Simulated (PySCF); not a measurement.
# Energy profile

The step: SiNH₃F₂ ([NH2][SiH]([F])[F]) + HF → SiHF₃ ([F][SiH]([F])[F]) + NH₃ (still joined by a long Si–N bond); bonds formed: Si1–F7, N2–H6; bonds broken: H6–F7; bonds weakened to dative contacts: Si1–N2 (atoms numbered as in the saddle structure below).

```xyz
9
angstrom
Si -0.6233 0.3685 -0.3700
N 0.8276 -0.0857 0.6194
F -0.2260 0.3839 -1.9007
F -0.6907 1.9450 -0.0527
H -1.9486 -0.0701 0.0612
H 0.5214 -1.2274 0.2016
F -0.3027 -1.7146 -0.4598
H 0.7468 0.0826 1.6148
H 1.6956 0.3178 0.2862
```

Electronic energies by CCSD(T) at an estimated basis limit (MP2 extrapolated from triple and quadruple zeta, plus CCSD(T) − MP2 in triple zeta), on PBE0-D4/def2-TZVP structures; SiNH₄F₃, closed shell; no counterpoise correction. Program: PySCF 2.14 with density fitting (its default auxiliary sets; JK sets also for MP2 and CCSD(T)). Basis: def2-TZVPP and def2-QZVPP. Cores are frozen in the correlated methods. Extrapolation: Hartree–Fock as exp(−7.88 √X), correlation as X^−2.97.

**Question.** Give the profile in kcal/mol, counted from the separated reactants. (To be estimated.)

**Answer.** Computed:
```
                                                                                                         point  kcal/mol
separated: SiNH₃F₂ (linked as [NH2][SiH]([F])[F]; Si1, N2, F3, F4, H5, H8, H9; singlet) + HF (H6, F7; singlet)      0.00
                                                                                               start structure     -7.16
                                                                                                        saddle      8.54
                                                                                                 end structure    -24.35
   separated: SiHF₃ (linked as [F][SiH]([F])[F]; Si1, F3, F4, H5, F7; singlet) + NH₃ (N2, H6, H8, H9; singlet)    -19.45
```

The T1 diagnostic stays at or below 0.012.

Steps of this kind, hydrogen fluoride cutting a network bond, underlie vapour etching and the fluorination step of atomic layer etching.

For scale, one of the runs: CCSD(T)/def2-TZVPP, 222 basis functions, launched by `OMP_NUM_THREADS=4 python run.py`. The run took 16 min on 4 CPU threads of an Arm Neoverse V2 (shared host), with 4.6 GiB of host memory at its peak.
